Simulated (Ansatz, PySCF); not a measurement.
Process, species as SMILES: C[SiH](C)O[SiH3] + 4 [H][H] (H2) -> 2 C (CH4) + O (H2O) + 2 [SiH4] (SiH4)
Each molecule is optimised on its own at B3LYP-D3(BJ)/def2-TZVP (Ansatz, a quantum-chemistry and plane-wave program), one conformer each, not searched for the lowest. Frequencies are from Ansatz or PySCF.

Quantity: energy of full hydrogenation (enthalpy at 298 K, with B3LYP-D3(BJ) rigid-rotor harmonic-oscillator terms), in kJ/mol. Cores are frozen in the correlated levels unless marked. Spin-orbit coupling is left out. Non-relativistic. CBS marks a two-point X^-3 extrapolation of the correlation energy; Hartree-Fock from the larger set.

```csv
level,program,energy of full hydrogenation (kJ/mol),minus last row
CAM-B3LYP-D4/def2-TZVPD,Ansatz + dftd4,142.9,-14.3
B2GP-PLYP/def2-TZVPD,Ansatz,147.4,-9.8
PBE-QIDH/def2-TZVPD,Ansatz,147.0,-10.2
RI-MP2/cc-pV(Q+d)Z,Ansatz,174.8,17.6
SCS-MP2/6-31G,Ansatz,115.3,-41.9
CCSD(T)/6-31G*,Ansatz,177.1,19.9
"CCSD(T)/CBS(cc-pV(T+d)Z,cc-pV(Q+d)Z)",Ansatz,157.2,0.0
```
